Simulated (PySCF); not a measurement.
Compound: C₅H₁₂S₂Si.
Z-matrix (Å and degrees, GFN2-xTB geometry), rows numbered from 1:
```
C 
S   1  1.8174
C   2  1.8118  1   99.61
C   3  1.5365  2  114.75  1   -75.47
C   4  1.5413  3  100.31  2  -129.74
Si  3  1.9063  2  114.45  1  -178.62
S   6  2.1410  3  115.66  2  -116.57
C   7  1.8186  6   98.41  3  -179.58
H   1  1.0867  2  109.37  3   -61.19
H   1  1.0862  2  109.49  3    60.33
H   1  1.0847  2  106.90  3   179.62
H   3  1.0887  2  107.08  1    51.45
H   4  1.0895  3  113.55  2   108.57
H   4  1.0892  3  109.94  2   -13.27
H   5  1.0897  4  111.63  3  -104.07
H   5  1.0872  4  113.64  3   133.95
H   6  1.4590  3  116.59  2    13.69
H   8  1.0848  7  109.51  6   -60.97
H   8  1.0844  7  109.66  6    60.56
H   8  1.0844  7  106.86  6   179.82
```

NICS = −σ at a ghost point: NICS(0) at the centroid of the ring atoms, NICS(1) 1 Å to either side along the normal of their mean plane, zz for the tensor component along that normal. Level: GIAO PBE0/pcSseg-1 (PySCF, non-relativistic, gas phase) on the GFN2-xTB geometry, one conformer.

Ring bond lengths (Å), with Mayer bond orders in brackets: C3–C4 1.537 (0.93), C4–C5 1.541 (1.01), C5–Si6 1.916 (0.92), Si6–C3 1.906 (0.85).

Task: What do the NICS probes read (ppm)?

Result: 
```json
{"ring": "C3–C4–C5–Si6", "type": "4-membered ring with Si; formal bonds all single", "NICS(0)": "0.0", "NICS(1), two faces": "-0.7 / -1.1", "NICS(1)zz, two faces": "4.5 / 4.9", "rms pucker (Å)": "0.08", "centre to ring atoms, mean (Å)": "1.21"}
```

Task: What do they say, and how far can they be read as aromaticity?

Result: 
- C3–C4–C5–Si6: mean NICS(1)zz 4.7 ppm, deshielded. C3, C4, C5, Si6 have four or more neighbours; no verdict on aromaticity is drawn.

Task: What is the mean of the two in-plane components of NICS at the first NICS(1) probe listed for ring C3–C4–C5–Si6, 1 Å off the ring?

Result: The isotropic value is a third of the trace: (3 × -0.7 − (4.5))/2 = -3.3 ppm.

Task: Give the inner angles of the rings and the Hirshfeld charges of the ring atoms.

Result: 
- C3–C4–C5–Si6: C3 90.9° (-0.122 e), C4 100.3° (-0.079 e), C5 90.3° (-0.167 e), Si6 76.4° (+0.331 e); sum 357.9° against 360° for a flat convex ring.

The run took 83 s on one thread, Arm Neoverse N1 (aarch64), shared host with 64 logical CPUs at a one-minute load of 60, and the process peaked at 0.90 GiB of memory. This is the whole shielding run at PBE0/pcSseg-1, SCF included.
